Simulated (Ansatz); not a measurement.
Basis-set extrapolation for `F[CH2][AlH][SiH3]` (PBE0-D4/def2-TZVP geometry, frozen core, the Gaussian-basis code of Ansatz). Multiplicity 1, RHF reference.

```
                      def2-TZVPP   def2-QZVPP
                 HF  -671.694223  -671.716521
    MP2 correlation    -0.626158    -0.676985
CCSD(T) correlation    -0.698933      not run
```

Energies in hartree. Use E(X) = E(∞) + A·exp(−7.88·√X) for Hartree–Fock and E(X) = E(∞) + B·X^(−2.97) for correlation, with X = 3 and 4, and add CCSD(T) minus MP2 of the smaller set to the MP2 limit.

Problem. What is the CCSD(T) energy at the basis-set limit?

Solution. HF limit: -671.716521 + (-0.022298) × 0.13774 = -671.71959. MP2 limit: -0.676985 + (-0.050827) × 0.74074 = -0.71463. Higher-order term: -0.698933 − (-0.626158) = -0.07278. Total: -672.50700 hartree, 298.9 kJ/mol below CCSD(T)/def2-TZVPP.
